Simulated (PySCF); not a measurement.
## Run times: hafnium in x2c-SVPall-2c with one added diffuse shell each of s, d type

Measured wall times of calculations with PySCF 2.14 in x2c-SVPall-2c with one added diffuse shell each of s, d type (8s9p10d2f, 99 functions), with two-component X2C-1e, run from one Python driver. Hardware: 1 thread of Neoverse-V1 on a shared host, 1.3 GiB allowed. The two-electron integrals over 99 functions were computed once and kept in memory (10 CPU seconds with the set-up); the times below exclude them.

Launch command (the driver calls PySCF for each step listed in the task file):

```bash
OMP_NUM_THREADS=1 python sorun2.py TASK.json OUT
```

| species | step | iterations | wall time (s) |
| --- | --- | --- | --- |
| Hf(3+) [Xe] 4f14 5d1 | GHF, spin-free | 6 | 3.9 |
| Hf(3+) [Xe] 4f14 5d1 | GMP2 (9 electrons), spin-free |  | 0.85 |
| Hf(3+) [Xe] 4f14 5d1 | GMP2 (9 electrons), screened spin-orbit |  | 0.33 |
| Hf(3+) [Xe] 4f14 6s1 | GHF, spin-free | 6 | 3.8 |
| Hf(3+) [Xe] 4f14 6s1 | GMP2 (9 electrons), spin-free |  | 0.33 |
| Hf(3+) [Xe] 4f14 6s1 | GHF, screened spin-orbit | 6 | 3.8 |
| Hf(3+) [Xe] 4f14 6s1 | GMP2 (9 electrons), screened spin-orbit |  | 0.33 |

Task: Roughly how long does GHF, screened spin-orbit take for Hf(3+) [Xe] 4f14 5d1 here?

Result: About 4.3 s.

Peak memory of the process: 0.46 GiB. Times on a shared host vary from run to run.
